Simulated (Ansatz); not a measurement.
Species: C₄H₃O₂ (charge 0, doublet). It need not be the lowest isomer of its formula. 
Structure (B3LYP-D3(BJ)/def2-TZVP (Ansatz, an electronic-structure program) minimum search):
```
C
H 1 1.0763
C 1 1.3827 2 128.88
H 3 1.0773 1 127.81 2 0.00
C 3 1.3875 4 125.27 1 180.00
O 5 1.3396 3 112.08 4 -180.00
H 5 1.0776 6 116.90 3 180.00
C 6 1.4370 5 107.24 7 -180.00
O 8 1.2002 6 120.27 5 -180.00
```
Charge 0, spin multiplicity 2.

Property: atomisation energy (electronic, to ground-state atoms), in kcal/mol. Valence correlation only, unless marked. Open shells are spin-unrestricted. No spin-orbit coupling. Non-relativistic unless marked X2C. The coupled-cluster limit lacks core correlation, which all-electron functionals hold. CBS marks a two-point X^-3 extrapolation of the correlation energy; Hartree-Fock from the larger set.

| level | program | atomisation energy (kcal/mol) |
|---|---|---|
| r2SCAN-D4/def2-TZVPD | Ansatz + dftd4 | 1038.3 |
| PBE0/STO-3G | Ansatz | 1123.9 |
| PBE0-D3(BJ)/def2-TZVP | Ansatz + dftd3 | 1042.1 |
| PBE0/def2-TZVPD | Ansatz | 1038.3 |
| PBE0/def2-QZVPP | Ansatz | 1039.3 |
| HSE06-D3(BJ)/def2-TZVPD | Ansatz + dftd3 | 1042.6 |
| LC-wPBE/def2-TZVPD | Ansatz | 1032.9 |
| B2GP-PLYP-D4/def2-TZVPD | Ansatz + dftd4 | 1011.7 |
| B2GP-PLYP/def2-TZVPD | Ansatz | 1009.9 |
| MP2/STO-3G | Ansatz | 901.4 |
| RI-MP2/cc-pVQZ | Ansatz | 1036.4 |
| SCS-MP2/cc-pVDZ | Ansatz | 941.7 |
| X2C-CCSD(T)/cc-pVTZ-DK | Ansatz | 988.6 |
| CCSD(T) with core electrons/cc-pwCVTZ | Ansatz | 996.2 |
| CCSD(T)/CBS(cc-pVTZ,cc-pVQZ) | Ansatz | 1018.4 |

The UHF reference is spin-contaminated (<S^2> 0.21 over the pure value in the largest basis).
